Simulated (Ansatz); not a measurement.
GeH$_{12}$Si$_{4}$ (`[SiH3][Ge]([SiH3])([SiH3])[SiH3]`). Total charge 0; spin multiplicity 1. Correlated methods include outer-core shells of Ge, which these sets cover unevenly. Scalar relativity is left out up to krypton.

```tsv
atom	x (Å)	y (Å)	z (Å)
Si1	-0.6177	0.7910	-2.1559
Ge2	0.0038	0.0024	-0.0007
Si3	-0.1700	1.7761	1.5730
Si4	2.2410	-0.7999	-0.0597
Si5	-1.4505	-1.7656	0.6419
H6	-2.0202	1.2858	-2.1331
H7	0.2764	1.9040	-2.5729
H8	-0.5133	-0.3071	-3.1537
H9	0.2080	1.2962	2.9291
H10	-1.5675	2.2837	1.6168
H11	0.7337	2.8938	1.1908
H12	2.6471	-1.2819	1.2875
H13	3.1665	0.2861	-0.4793
H14	2.3541	-1.9256	-1.0252
H15	-1.3481	-2.8908	-0.3253
H16	-1.0854	-2.2626	1.9954
H17	-2.8580	-1.2856	0.6714
```

(1) Give the diagnostics of a CCSD(T)/def2-TZVPP run (frozen core, Ansatz 0.2.0). (Estimate.)

Results:

(1) The calculation gave: T1 = 0.0125, largest single amplitude 0.017, largest double 0.021, (T) share of the correlation energy 3.5 %, 8 CCSD cycles. The RHF solution is stable towards an unrestricted one. T1 lies under the customary mark of 0.02 for closed shells.
